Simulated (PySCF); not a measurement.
ZrO(OH)₂ (singlet). Method: PBE0 in PySCF with Zr def2-SVP with ECP28, O def2-SVP, H def2-SVP; scalar-relativistic core potentials, no spin–orbit coupling; density-fitted integrals.

Harmonic bands of its minimum:

| ω (cm⁻¹) | IR (km/mol) |
| --- | --- |
| 94 | 28.8 |
| 169 | 2.7 |
| 191 | 23.7 |
| 339 | 298 |
| 376 | 8.3 |
| 492 | 79.6 |
| 519 | 266 |
| 679 | 68.7 |
| 700 | 218 |
| 964 | 217 |
| 3972 | 304 |
| 3975 | 41.0 |

Question: The central atom is Zr. Infer the point group and assign the bands.

Answer: Cs. The modes span 7a' + 5a'': 94 a', 169 a', 191 a'', 339 a', 376 a'', 492 a'', 519 a', 679 a', 700 a'', 964 a', 3972 a'', 3975 a'. The computed geometry has O–H 0.959 Å (×2), Zr–O 1.751 Å, Zr–O 1.964 Å (×2); H–O–Zr 142.0° (×2), O–Zr–O 113.7° (×2), O–Zr–O 118.7°.

Stability towards spin polarisation was not tested. Only a few start shapes were tried, so a lower isomer may exist.
